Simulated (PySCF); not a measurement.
A GIAO shielding run with PySCF 2.14 (density fitting, non-relativistic, gas phase) on SMILES C=C(C)C1(N[SiH2]S)CC1, C6H13NSSi:

```
$ OMP_NUM_THREADS=1 python probes_run.py task.json out

{"job": {"kind": "nmr", "xc": "PBE0", "basis": "pcSseg-1"}, "charge": 0, "multiplicity": 1}
C     -2.013762     0.335195    -1.457822
C     -1.500141     0.387999    -0.239871
C     -2.094361     1.215883     0.859866
C     -0.242201    -0.351270     0.111320
N      0.899820     0.509282     0.116624
Si     2.477250     0.124456    -0.385959
S      3.529838     1.958858     0.016153
C     -0.306925    -1.464525     1.126100
C     -0.068622    -1.769893    -0.325337
H     -2.903370     0.881957    -1.721238
H     -1.562208    -0.251983    -2.238636
H     -3.021963     1.679093     0.535539
H     -1.403322     2.002540     1.162279
H     -2.292387     0.597549     1.734184
H      0.752974     1.345644     0.662658
H      3.176725    -0.920966     0.369625
H      2.546461    -0.143219    -1.820836
H      4.712958     1.507795    -0.358897
H      0.525359    -1.567595     1.805529
H     -1.263654    -1.727480     1.551183
H     -0.871869    -2.228905    -0.880924
H      0.912989    -2.101030    -0.622388
```

Hardware: 1 thread of an Arm Neoverse N1, shared host. The job also computes population analyses, field gradients, ring-centre shieldings.

Question: How large is the calculation?

Answer: 86 electrons, 232 basis functions and 1242 auxiliary functions.

Question: How long does it take, and how much memory does it need?

Answer: 96 s of wall time, with 14 SCF cycles and 5 response iterations; peak memory 0.97 GiB. Times on a shared host scatter by some tens of per cent.
